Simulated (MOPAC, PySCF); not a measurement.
CH₆OSi₂, SMILES `OC[SiH]=[SiH2]` (H–O–C–Si torsion -173°, O–C–Si–Si torsion -106°), neutral singlet in the gas phase. 

Cartesian coordinates (Å):
SMILES: [SiH2]=[SiH]CO
```xyz
10

O      1.9477    -0.0430    -0.8269
C      1.2178     0.3063     0.3511
Si    -0.3362    -0.7664     0.4809
Si    -2.2850     0.0525     0.0495
H      2.7890     0.4280    -0.8208
H      0.9106     1.3594     0.3461
H      1.8222     0.1498     1.2543
H     -0.0678    -2.2046     0.2677
H     -2.5115     1.4900     0.3174
H     -3.4868    -0.7719     0.2995
```
Charge 0, spin multiplicity 1.

All levels are single points at this geometry (B3LYP-D3(BJ)/def2-TZVP); Pople sets use spherical d functions. Orbital energies aren't observables, and empty levels follow the basis.

```
level                            HOMO (eV)  LUMO (eV)  gap (eV)  dipole (D)  vertical IE, Delta-SCF (eV)
-------------------------------  ---------  ---------  --------  ----------  ---------------------------
TPSSh-D3(BJ)/def2-TZVP in PySCF      -5.46      -2.20      3.25        2.11                         7.73
M06-2X/6-31G* in PySCF               -6.61      -1.10      5.51        2.19                            –
SVWN5/6-31G* in PySCF                -5.07      -2.57      2.50        2.29                         7.89
AM1 in MOPAC                         -8.43      -2.03      6.39        1.69                            –
PM6 in MOPAC                         -7.13      -1.35      5.78        1.86                            –
PM7 in MOPAC                         -8.27      -2.00      6.27        2.02                            –
```
